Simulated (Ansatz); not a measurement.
C2H7GeN (`C=[C](N)[GeH3]`), relaxed with RKS PBE0-D4/def2-TZVP in Ansatz 0.2.0 from a PBE-D4/def2-SVP geometry. The force threshold is 0.005 eV/Å; the program also tests the step.

The species carries charge 0 and has multiplicity 1.

Start:

```xyz
11

C     0.973    0.566    1.147
C     0.013   -0.051    0.409
N    -1.010   -0.837    0.929
Ge   -0.093    0.289   -1.523
H     1.701    1.244    0.680
H     1.044    0.424    2.240
H    -0.904   -1.125    1.906
H    -1.348   -1.599    0.338
H     1.223    0.950   -2.000
H    -1.301    1.205   -1.863
H    -0.299   -1.067   -2.263
```

```csv
step,energy (eV),largest force (eV/Å),largest move (Å)
1,-60185.4462,0.682,0.000
2,-60185.4888,0.157,0.030
3,-60185.4910,0.054,0.011
4,-60185.4912,0.023,0.009
5,-60185.4913,0.007,0.006
6,-60185.4914,0.010,0.016
7,-60185.4915,0.008,0.024
8,-60185.4915,0.009,0.014
9,-60185.4916,0.007,0.003
10,-60185.4916,0.005,0.002
```

End:

```xyz
11

C     0.967    0.543    1.129
C     0.009   -0.043    0.404
N    -1.012   -0.810    0.939
Ge   -0.089    0.287   -1.517
H     1.699    1.192    0.669
H     1.036    0.403    2.205
H    -0.880   -1.108    1.895
H    -1.374   -1.546    0.356
H     1.194    0.996   -1.967
H    -1.319    1.145   -1.858
H    -0.231   -1.059   -2.256
```

Hardware: 4 threads of an AMD EPYC 9R14 on a shared host. Wall time 20 s, peak host memory 0.48 GiB.
